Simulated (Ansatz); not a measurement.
```xyz
4

S    -0.0352    0.0234   -0.0267
O     1.4136   -0.0320    0.0265
O    -0.7472    1.2888   -0.0129
O    -0.7399   -1.2796    0.0340
```

Basis set: STO-3G (spherical functions). Frozen core: 8 orbitals. Charge 0, multiplicity 1.

Computed with Ansatz (development build ahead of 0.2.0); each method stands on the lowest determinant of its kind that the runs found. Restricted open shells among the atoms or ions are ROHF, correlated in semicanonical orbitals with singles.

The atomization energy at this shape (free ground-state atoms in the same class of orbitals less the molecule, no zero-point energy) of singlet SO3:

| method | atomization energy |
| --- | --- |
| RHF-MP2 | -22.86 kcal/mol |

Problem. What does RHF give?

Solution. -168.02 kcal/mol. Caution for RHF: the molecule lies well above its atoms at this level.

This basis has no polarisation functions and is too small for such energies, which can lie far from measured ones in either direction.
